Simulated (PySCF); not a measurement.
## Excitation energy of Sb²⁺ by level of theory

Sb²⁺ [Kr] 4d10 5s2 5p1 (2P) → Sb²⁺ [Kr] 4d10 5s2 6s1 (2S), as a difference of total energies. Computed with PySCF 2.14 in aug-cc-pwCVTZ-PP with ECP28MDF (8s7p6d4f1g, 96 functions), with scalar relativity through the core potential. Correlated levels: valence: 4s2 4p6 4d10 frozen. The calculations carry no spin-orbit coupling.

```csv
method,excitation energy (cm⁻¹)
UHF,88079
MP2 (valence),87624
SCS-MP2 (valence),87876
CCSD (valence),87906
CCSD(T) (valence),87824
```

The promoted electron is Rydberg-like, and one or two diffuse shells describe it only roughly, which tends to raise the upper state.
